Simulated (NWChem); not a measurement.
A series in which one site is exchanged, each optimised at PBE0/def2-SVP with NWChem, gas phase unless a solvent is named. This build's default masses of Se (78.918 u) and Br (79.917 u) are each other's, which moves their modes by up to 0.6 %.

A: [F][Mg][F] (MgF$_{2}$; site = F)
B: [F][MgH] (MgHF; site = H)
C: [F][Mg][Cl] (MgClF; site = Cl)
D: [F][Mg][Br] (MgBrF; site = Br)

Values for A:

- dipole (D), PBE0/def2-SVP: 0.00
- orbital gap (eV), PBE0/def2-SVP: 8.32
- highest harmonic frequency (cm⁻¹), PBE0/def2-SVP: 898
- static polarisability, PBE/def2-SVPD (bohr³): 20.2
- lowest singlet excitation, PBE/def2-SVPD, TDA (eV): 5.90

Question: How do these values change for the other members?

Answer: 
```csv
change from A,B,C,D
"dipole (D), PBE0/def2-SVP",+1.47,+0.13,+0.31
"orbital gap (eV), PBE0/def2-SVP",-0.87,-1.18,-1.68
"highest harmonic frequency (cm⁻¹), PBE0/def2-SVP",+762,-86,-104
"static polarisability, PBE/def2-SVPD (bohr³)",+8.5,+15.7,+24.8
"lowest singlet excitation, PBE/def2-SVPD, TDA (eV)",+0.42,-0.69,-1.11
```
